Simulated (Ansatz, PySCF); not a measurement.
methylammonium (CH₆N), SMILES C[NH3+], charge +1.

Geometry optimised at ωB97X-D3(BJ)/def2-TZVP.

Vertical ionisation energy (IE) and electron affinity (EA) in eV. Rows of orbital energies are one-electron estimates. Where ΔSCF, EOM or ADC give a negative EA the extra electron is unbound and the value depends on the basis.

| level | IE | EA |
|---|---|---|
| −ε(HOMO), −ε(LUMO), M06-2X/def2-TZVPD (PySCF) | 18.83 | 5.08 |
| −ε(HOMO), −ε(LUMO), PBE/def2-TZVPD (PySCF) | 15.80 | 6.35 |
| ΔSCF, CAM-B3LYP/def2-TZVPD (Ansatz), final states of multiplicity 2 and 2 | 20.53 | 3.99 |
| ΔSCF, PBE/def2-TZVPD (Ansatz), final states of multiplicity 2 and 2 | 20.21 | 4.12 |

### Question
What vertical singlet–triplet gap does ΔSCF give with CAM-B3LYP/def2-TZVPD (Ansatz, a first-principles code) and with PBE/def2-TZVPD (Ansatz)? (Estimate from the structure and the level; the computed values follow.)

### Answer
10.67 and 10.11 eV (triplet above singlet where positive).
